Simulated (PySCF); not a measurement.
## Löwdin shares of the frontier orbitals

Species: C5H6Si.
SMILES with atom numbers: `[CH:1]#[C:2][SiH2:3][CH:4]1[CH:5]=[CH:6]1` (hydrogens: H7 on C1; H8, H9 on Si3; H10 on C4; H11 on C5; H12 on C6)

Cartesian coordinates in Å at the GFN2-xTB level; atoms count from 1:
```xyz
12
C5H6Si angstrom
C     -3.095   -0.496    0.496
C     -2.066    0.069    0.235
Si    -0.497    0.967   -0.164
C      0.849   -0.300   -0.554
C      2.310   -0.014   -0.283
C      1.755   -0.865    0.518
H     -3.994   -0.994    0.723
H     -0.110    1.763    1.008
H     -0.747    1.820   -1.335
H      0.640   -0.959   -1.401
H      3.155    0.540   -0.611
H      1.801   -1.533    1.342
```

Level of theory: TDDFT B3LYP/def2-SVPD, vertical, gas phase, core orbitals frozen in the response in PySCF 2.14.0, density-fitted response routines.

Kohn–Sham orbitals with the atoms that hold most of them (Löwdin shares over 4%, at most four atoms; ? is withheld):

| orbital | ε (eV) | atoms |
| --- | --- | --- |
| HOMO-3 | -8.44 | C4 35%, C6 20%, C5 16%, Si3 6% |
| HOMO-2 | -7.98 | C2 39%, C1 38%, C5 5%, C4 5% |
| HOMO-1 | -7.82 | C2 40%, C1 40%, Si3 8%, H7 4% |
| HOMO | -6.76 | ? |
| LUMO | ? | ? |
| LUMO+1 | -0.09 | C1 26%, C2 25%, Si3 21%, H7 6% |
| LUMO+2 | 0.13 | C1 30%, C2 29%, Si3 17%, H7 8% |

Give the leading atoms of the LUMO.

C6 (bonded to 2 C and H) 33%; C5 (bonded to 2 C and H) 33%; C4 (bonded to 2 C, Si and H) 8%; H11 (bonded to C) 7%. By element: carbon 74% or more, hydrogen 7% or more.

Which atoms hold the HOMO, and with what shares?

C5 (bonded to 2 C and H) 24%; C6 (bonded to 2 C and H) 23%; C4 (bonded to 2 C, Si and H) 21%; Si3 (bonded to 2 C and 2 H) 10%. By element: carbon 68% or more, silicon 10%.

What is the LUMO energy, and the HOMO–LUMO gap?

ε(LUMO) = -0.69 eV; the gap is 6.07 eV (0.2231 hartree).

The HOMO–LUMO gap is 6.07 eV. Where does the response calculation put the lowest singlet, and from which orbitals?

S1 is at 5.34 eV (f = 0.018), 0.73 eV below the gap, made of HOMO→LUMO (96%). 

One configuration dominates each of S1 and S2. Which, and how do the shares of the two leading atoms of either orbital change from the occupied to the empty one?

- S1 (5.34 eV, f 0.018), HOMO→LUMO (96%): C5 24% → 33%, C6 23% → 33%
- S2 (5.85 eV, f 0.037), HOMO→LUMO+1 (79%): C5 24% → at most 6%, C6 23% → at most 6%, C1 at most 11% → 26%, C2 at most 11% → 25%

One conformer stands for the species.
